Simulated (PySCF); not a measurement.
C₄H₄N, SMILES C1=C[N]C=C1, doublet, CAM-B3LYP/def2-SVP optimised geometry.

```
9

C      0.04     1.01     0.00
C     -1.12     0.13     0.00
N     -0.78    -1.17     0.00
C      0.56    -1.17     0.00
C      1.11     0.18     0.00
H      0.02     2.10     0.00
H     -2.17     0.43     0.00
H      1.13    -2.10     0.00
H      2.17     0.45     0.00
```

Density from unrestricted CAM-B3LYP/def2-TZVP (PySCF) at that geometry.

Minimum of the electron density along straight lines between bonded atoms, close to the bond critical point (lines longer than 1.1 times the sum of covalent radii, or with two minima, are not listed):

```csv
bond,length / Å,ρ at the minimum / e bohr⁻³,∇²ρ there / e bohr⁻⁵,position (fraction from the first atom)
C1–C2,1.459,0.284,-0.78,0.49
C2–N3,1.336,0.359,-1.23,0.39
N3–C4,1.336,0.359,-1.23,0.61
C1–C5,1.358,…,-1.00,0.50
C4–C5,1.459,0.284,-0.78,0.51
C1–H6,1.089,0.282,-1.01,0.65
C2–H7,1.093,0.285,-1.04,0.66
C4–H8,1.093,0.285,-1.04,0.66
C5–H9,1.089,0.282,-1.01,0.65
```

Question: Complete the blanks.

Answer: 
- C1–C5, ρ at the minimum / e bohr⁻³: 0.338
